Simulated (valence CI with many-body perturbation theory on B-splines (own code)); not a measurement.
# Dy⁵²⁺: calculated level list

Method: relativistic CI+MBPT: four valence electrons over a frozen Dirac-Fock core [Ne], a basis of 11 s, 11 p, 10 d, 8 f, 5 g, 2 h functions for each j, with the one-electron correlation potential Σ1, the two-electron term Σ2, the three-electron term Σ3, Breit, model QED; selected CI, second order for the rest, scaled by the run's own slope (own B-spline code, finite nucleus).

The last digits are not significant, and no measured levels were compared; by estimate large intervals hold to a few tenths of a per cent, small ones and those within an open d or f shell to about a per cent. Among the levels kept, up to 590 cm⁻¹ of a level comes from second order outside the variational space, and about a tenth of that is noise between levels of different J, which matters for small intervals.

Levels 136 to 178 of 178, with energies above the lowest level, (3s^2 3p1/2^2) J=0. "Leading %" is the weight of the configuration and term that name the level; weights of strongly mixed levels are sums over their largest components and can fall short. In the jj column 3d3/2^4 stands for four electrons in 3d with j = 3/2. Lifetimes count E1, E2, E3, M1 and M2 decay at the calculated energies, and are blank where another channel may lead or the interval is too uncertain; long ones can be off by a factor of two.

| No. | Configuration | Term | J | E (eV) | Leading % | Lifetime | g | Second component | Leading jj |
| --- | --- | --- | --- | --- | --- | --- | --- | --- | --- |
| 136 | 3s.3p.3d2 | 3P° | 1 | 1082.9 | 50 | 1.84 ps | 1.276 | 16 % 3s.3p.3d2 1P° | 3s 3p1/2 3d5/2^2 (87 %) |
| 137 | 3p2.3d2 | 3F | 2 | 1089.4 | 39 | 6.67 ps | 0.730 | 27 % 3p2.3d2 5G | 3p1/2^2 3d3/2^2 (97 %) |
| 138 | 3p3.3d | 3F° | 2 | 1094.1 | 44 | 874 fs | 0.964 | 18 % 3p3.3d 3D° | 3p1/2 3p3/2^2 3d3/2 (86 %) |
| 139 | 3p3.3d | 3D° | 1 | 1099.5 | 43 | 668 fs | 0.957 | 36 % 3p3.3d 5D° | 3p1/2 3p3/2^2 3d3/2 (90 %) |
| 140 | 3p3.3d | 3F° | 3 | 1103.4 | 34 | 773 fs | 1.083 | 23 % 3p3.3d 3G° | 3p1/2 3p3/2^2 3d3/2 (85 %) |
| 141 | 3p3.3d | 5D° | 0 | 1105.4 | 44 | 654 fs |  | 28 % 3p3.3d 1S° | 3p1/2 3p3/2^2 3d3/2 (88 %) |
| 142 | 3p3.3d | 3G° | 4 | 1108.3 | 43 | 870 fs | 1.041 | 35 % 3p3.3d 1G° | 3p1/2 3p3/2^2 3d3/2 (89 %) |
| 143 | 3p2.3d2 | 3P | 0 | 1110.2 | 56 | 6.19 ps |  | 31 % 3p2.3d2 5D | 3p1/2^2 3d3/2^2 (96 %) |
| 144 | 3p3.3d | 3F° | 2 | 1119.8 | 35 | 610 fs | 1.020 | 22 % 3p3.3d 1D° | 3p1/2 3p3/2^2 3d3/2 (84 %) |
| 145 | 3p3.3d | 3P° | 1 | 1126.6 | 26 | 536 fs | 1.313 | 20 % 3p3.3d 3S° | 3p1/2 3p3/2^2 3d3/2 (65 %) |
| 146 | 3p3.3d | 3F° | 2 | 1127.8 | 26 | 664 fs | 1.073 | 19 % 3p3.3d 3P° | 3p1/2 3p3/2^2 3d3/2 (70 %) |
| 147 | 3p3.3d | 3D° | 3 | 1130.1 | 33 | 535 fs | 1.140 | 16 % 3p3.3d 1F° | 3p1/2 3p3/2^2 3d3/2 (75 %) |
| 148 | 3p2.3d2 | 3F | 3 | 1144.0 | 31 | 4.16 ps | 1.070 | 26 % 3p2.3d2 5G | 3p1/2^2 3d3/2 3d5/2 (96 %) |
| 149 | 3p3.3d | 3D° | 1 | 1144.2 | 25 | 548 fs | 1.012 | 20 % 3p3.3d 1P° | 3p1/2 3p3/2^2 3d3/2 (60 %) |
| 150 | 3p3.3d | 3F° | 4 | 1145.4 | 45 | 1.01 ps | 1.262 | 25 % 3p3.3d 5D° | 3p1/2 3p3/2^2 3d5/2 (85 %) |
| 151 | 3s.3p.3d2 | 5D° | 0 | 1145.8 | 80 | 586 fs |  | 16 % 3s.3p.3d2 3P° | 3s 3p3/2 3d3/2^2 (91 %) |
| 152 | 3p3.3d | 3D° | 3 | 1147.9 | 41 | 788 fs | 1.260 | 19 % 3p3.3d 3F° | 3p1/2 3p3/2^2 3d5/2 (74 %) |
| 153 | 3s.3p.3d2 | 5F° | 2 | 1149.1 | 31 | 479 fs | 1.175 | 28 % 3s.3p.3d2 5D° | 3s 3p3/2 3d3/2^2 (69 %) |
| 154 | 3s.3p.3d2 | 5D° | 1 | 1149.5 | 41 | 445 fs | 1.058 | 12 % 3p3.3d 3D° | 3s 3p3/2 3d3/2^2 (55 %) |
| 155 | 3s.3p.3d2 | 5F° | 3 | 1150.4 | 30 | 546 fs | 1.203 | 11 % 3s.3p.3d2 5D° | 3s 3p3/2 3d3/2^2 (69 %) |
| 156 | 3p3.3d | 3G° | 5 | 1150.4 | 75 | 1.62 ps | 1.185 | 11 % 3s.3p.3d2 3G° | 3p1/2 3p3/2^2 3d5/2 (75 %) |
| 157 | 3p3.3d | 1G° | 4 | 1152.6 | 36 | 901 fs | 1.183 | 21 % 3p3.3d 5D° | 3p1/2 3p3/2^2 3d5/2 (77 %) |
| 158 | 3p2.3d2 | 3P | 2 | 1154.5 | 23 | 3.88 ps | 1.179 | 9 % 3p2.3d2 5P | 3p1/2^2 3d3/2 3d5/2 (96 %) |
| 159 | 3s.3p.3d2 | 5F° | 4 | 1154.6 | 21 | 580 fs | 1.216 | 20 % 3s.3p.3d2 3G° | 3s 3p3/2 3d3/2^2 (71 %) |
| 160 | 3p3.3d | 3P° | 0 | 1157.7 | 40 | 881 fs |  | 35 % 3p3.3d 1S° | 3p1/2 3p3/2^2 3d5/2 (74 %) |
| 161 | 3p2.3d2 | 5D | 1 | 1158.6 | 37 | 3.58 ps | 1.514 | 28 % 3p2.3d2 3P | 3p1/2^2 3d3/2 3d5/2 (97 %) |
| 162 | 3p2.3d2 | 3F | 4 | 1159.2 | 25 | 3.49 ps | 1.073 | 20 % 3p2.3d2 3H | 3p1/2^2 3d3/2 3d5/2 (96 %) |
| 163 | 3p3.3d | 1P° | 1 | 1161.9 | 30 | 837 fs | 1.037 | 25 % 3p3.3d 3D° | 3p1/2 3p3/2^2 3d5/2 (76 %) |
| 164 | 3p4 | 3P | 0 | 1166.3 | 58 | 301 fs |  | 34 % 3p4 1S | 3p3/2^4 (92 %) |
| 165 | 3s.3p.3d2 | 5S° | 2 | 1170.3 | 23 | 586 fs | 1.589 | 22 % 3s.3p.3d2 5P° | 3s 3p3/2 3d3/2^2 (57 %) |
| 166 | 3p3.3d | 3P° | 2 | 1171.0 | 33 | 764 fs | 1.352 | 21 % 3p3.3d 3D° | 3p1/2 3p3/2^2 3d5/2 (67 %) |
| 167 | 3s.3p.3d2 | 5G° | 5 | 1176.9 | 50 | 866 fs | 1.272 | 26 % 3s.3p.3d2 5F° | 3s 3p3/2 3d3/2 3d5/2 (77 %) |
| 168 | 3p3.3d | 3F° | 3 | 1177.7 | 28 | 884 fs | 1.159 | 26 % 3p3.3d 1F° | 3p1/2 3p3/2^2 3d5/2 (80 %) |
| 169 | 3s.3p.3d2 | 3D° | 1 | 1178.8 | 42 | 386 fs | 0.795 | 17 % 3s.3p.3d2 5D° | 3s 3p3/2 3d3/2^2 (62 %) |
| 170 | 3s.3p.3d2 | 5D° | 4 | 1180.8 | 37 | 847 fs | 1.336 | 21 % 3s.3p.3d2 5F° | 3s 3p3/2 3d3/2 3d5/2 (86 %) |
| 171 | 3s.3p.3d2 | 3F° | 2 | 1181.1 | 24 | 640 fs | 0.985 | 19 % 3p3.3d 1D° | 3p1/2 3p3/2^2 3d5/2 (40 %) |
| 172 | 3p3.3d | 1F° | 3 | 1181.7 | 28 | 795 fs | 1.073 | 11 % 3p3.3d 3F° | 3p1/2 3p3/2^2 3d5/2 (68 %) |
| 173 | 3s.3p.3d2 | 5G° | 6 | 1183.5 | 68 | 1.97 ps | 1.271 | 32 % 3s.3p.3d2 3H° | 3s 3p3/2 3d3/2 3d5/2 (76 %) |
| 174 | 3p3.3d | 3D° | 1 | 1183.8 | 25 | 656 fs | 1.244 | 24 % 3p3.3d 3S° | 3p1/2 3p3/2^2 3d5/2 (80 %) |
| 175 | 3s.3p.3d2 | 5P° | 3 | 1185.5 | 38 | 1.05 ps | 1.446 | 32 % 3s.3p.3d2 5D° | 3s 3p3/2 3d3/2 3d5/2 (85 %) |
| 176 | 3p3.3d | 3D° | 2 | 1185.5 | 44 | 478 fs | 1.010 | 16 % 3s.3p.3d2 3F° | 3p1/2 3p3/2^2 3d5/2 (55 %) |
| 177 | 3p3.3d | 3P° | 2 | 1187.3 | 22 | 533 fs | 1.118 | 19 % 3s.3p.3d2 3F° | 3p1/2 3p3/2^2 3d5/2 (60 %) |
| 178 | 3s.3p.3d2 | 3G° | 3 | 1189.0 | 48 | 411 fs | 0.974 | 10 % 3s.3p.3d2 1F° | 3s 3p3/2 3d3/2^2 (63 %) |

Where two levels of one J and parity lie close, their mixing, g and order are uncertain.
